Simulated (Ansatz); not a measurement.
The cluster KCl2⁻, relaxed as a singlet with RKS PBE0-D4/def2-TZVPD in Ansatz, starting from the GFN1-xTB geometry. Force threshold 0.02 eV/Å.

The structure comes from a short search, and lower isomers may exist.

Start:

Cartesian coordinates in Å:
```
K -0.0045 0.0003 0.0017
Cl -1.1681 0.8681 -2.1836
Cl 1.1726 -0.8684 2.1819
```

(1) Estimate the energy that the relaxation releases and the steps that it takes.

(2) Does the start keep its bonding and symmetry?

(3) Predict the relaxed structure.

Answers

(1) 5.9 kcal/mol, in 4 steps; 3.8 s on 4 threads of Arm Neoverse V1 on a shared host. No frequencies were taken in this run, so the end may be a saddle point.

(2) By distances, no bond broke or formed. The bond that changes most is K1–Cl2, from 2.62 to 2.87 Å (atoms count from 1). Point group D∞h at the start, D∞h at the end, both within 0.05 Å.

(3) 
```xyz
3

K    -0.002    0.000    0.001
Cl   -1.279    0.950   -2.388
Cl    1.281   -0.950    2.387
```
Bond lengths: 2 × Cl–K 2.87 Å.
